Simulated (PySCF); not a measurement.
## Interval between two levels of Cr²⁺ by level of theory

Cr²⁺ [Ar] 3d4 [5D4, M_J = 4] → Cr²⁺ [Ar] 3d3 4p1 [5G6, M_J = 6], as a difference of total energies. Computed with PySCF 2.14 in x2c-TZVPall-2c with one added diffuse shell each of s, p, d type (7s8p5d1f, 63 functions), with the two-component X2C-1e Hamiltonian. Correlated levels: [Ne] frozen; the 6 highest virtual spinors dropped. "Screened" scales the spin-orbit matrix elements by Boettger's factors to mimic the two-electron term; Breit and QED terms are absent.

| method | interval between two levels (cm⁻¹) |
| --- | --- |
| GHF (spin-free) | 88212 |
| GMP2 (spin-free) | 92328 |
| GHF (screened spin-orbit) | 88653 |
| GMP2 (screened spin-orbit) | 92792 |

The labels give the starting determinants; with spin-orbit coupling the two ends relaxed to ⟨J²⟩ = 20.00, ⟨L²⟩ = 6.01, ⟨S²⟩ = 6.00 and ⟨J²⟩ = 42.00, ⟨L²⟩ = 20.01, ⟨S²⟩ = 6.00.
